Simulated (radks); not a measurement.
Ir3+, configuration [Xe] 4f14 5d6. Method: Dirac Kohn-Sham, PBE, spin-unpolarised, spherical densities, finite nucleus; open shells fill j = l - 1/2 first; Fermi nuclear charge, rms radius 5.4032 fm; computed with a radial shooting solver on a logarithmic mesh with Libxc functionals. Some entries of the table are withheld. Estimate them.

orbital  occ.  eigenvalue (eV)  <r^2> (bohr^2)
1s1/2       2        -76014.49       0.0004197
2s1/2       2              (1)        0.006361
2p1/2       2              (2)        0.004517
2p3/2       4              (3)        0.005710
3s1/2       2        -3137.866         0.04139
3p1/2       2        -2888.213         0.03783
3p3/2       4        -2531.864         0.04431
3d3/2       4        -2113.742             (4)
3d5/2       6        -2036.730             (5)
4s1/2       2        -693.9951          0.2024
4p1/2       2        -588.5010          0.2074
4p3/2       4        -504.2228          0.2411
4d3/2       4        -331.0016          0.2578
4d5/2       6        -315.3550          0.2701
5s1/2       2        -128.8698           1.071
5p1/2       2         -95.6405           1.269
4f5/2       6         -95.0786          0.3453
4f7/2       8         -91.9574          0.3556
5p3/2       4         -81.9232           1.506
5d3/2       4         -37.5105           2.686
5d5/2       2         -36.0679           2.847
6s1/2       0         -31.2950           6.439
6p1/2       0         -23.9009           8.624
6p3/2       0         -22.0498           9.907

Answer. 
(1) 2s1/2 eigenvalue (eV): -13314.19
(2) 2p1/2 eigenvalue (eV): -12758.76
(3) 2p3/2 eigenvalue (eV): -11131.27
(4) 3d3/2 <r^2> (bohr^2): 0.03413
(5) 3d5/2 <r^2> (bohr^2): 0.03590
